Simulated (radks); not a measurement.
Results of a calculation; reference values are marked as such.
Spherical quantum dot in the effective-mass picture: electrons in a parabolic well V = omega^2 r^2 / 2 with omega = 0.907, with a point charge +1 (a donor) at the centre, all in effective atomic units (hartree* = m*/eps^2 hartree, bohr* = eps/m* bohr), one dielectric constant everywhere. Level of theory: non-relativistic Kohn-Sham, exchange-only LDA, spin-polarised, spherical densities (a radial shooting solver with Libxc functionals). Levels are named by radial order and angular momentum (1s, 1p, 1d, 2s, ...), and open shells are averaged over m. Results are scaled to m* = 0.031 and eps = 11.8, for which hartree* = 6.058 meV and bohr* = 20.14 nm.

N = 28, configuration 1s2 1p6 1d10 2s2 1f(up 7, down 1). This is the lowest configuration that the search found. Occupied and some empty levels:

level    occupation  eigenvalue (meV)  <r> (nm)
1s up             1            70.968     30.34
1s down           1            71.100     29.22
1p up             3            74.109     46.18
1p down           3            74.461     45.37
2s up             1            75.940     45.25
2s down           1            76.277     45.68
1d up             5            76.733     53.45
1d down           5            77.175     53.07
1f up             7            79.558     58.61
1f down           1            80.038     58.51
2p up             0            80.152     50.32
2p down           0            80.449     50.63
1g up             0            82.623     62.80
1g down           0            83.113     62.87
2d up             0            83.757     55.96
2d down           0            84.070     56.05

Energy (meV): total 1329.03, kinetic 144.86, external 409.96, Hartree 839.07, exchange-correlation -64.871.

Electron density:

r (nm)  n(r) (e/nm^3)
4.82       0.00008831
10.2       0.00005265
15.6       0.00003325
20.9       0.00002395
26.3       0.00002095
31.7       0.00002141
37.1       0.00002306
42.4       0.00002410
47.8       0.00002336
53.2       0.00002051
58.6       0.00001604
63.9       0.00001104
69.3        6.587e-06
74.7        3.384e-06
80.0        1.487e-06
85.4        5.603e-07
90.8        1.792e-07
96.2        4.897e-08
102         1.149e-08
107         2.286e-09
